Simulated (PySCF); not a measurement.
# Dipole response of Cr(2+) (chromium, charge +2)

[Ar] 3d4, high-spin 5D determinant. Computed with PySCF 2.14 in dyall-ae2z, with the non-relativistic Hamiltonian (point nucleus). Coupled (time-dependent) response in atomic units; α is the mean over directions. The basis has no added diffuse functions, which lowers α and C₆. A double-zeta set is small for polarisabilities.

```json
{"method": "UHF", "mean α (bohr³)": "3.512", "α xx, yy, zz": "3.302, 3.302, 3.931", "C₆ (like pair)": "10.28", "S(−4)": "6.289"}
{"method": "PBE", "mean α (bohr³)": "4.479", "α xx, yy, zz": "4.182, 4.182, 5.074", "C₆ (like pair)": "13.24", "S(−4)": "14.12"}
{"method": "PBE0", "mean α (bohr³)": "4.120", "α xx, yy, zz": "3.855, 3.855, 4.650", "C₆ (like pair)": "12.14", "S(−4)": "10.73"}
```

S(−4) is the Cauchy moment in α(ω) = α(0) + S(−4) ω² + …

α(iu) at UHF:

```tsv
u (hartree)	α(iu) (bohr³)
0	3.512
0.0500	3.496
0.100	3.451
0.200	3.291
0.300	3.079
0.500	2.643
0.750	2.192
1.00	1.842
1.50	1.346
2.00	1.021
3.00	0.6436
5.00	0.3231
```

A single London oscillator, α(iu) = α/(1 + u²/ω²), gives C₆ = (3/4) ω α². Matching the computed C₆ needs ω = 4 × 10.28 / (3 × 3.512²) = 1.11 hartree.

For an ion, C₆ is the dispersion term alone; charge-induced terms of lower order in 1/R come first.

The components differ because the open shell of this determinant is not spherical; for a pure term their mean is the scalar polarisability.
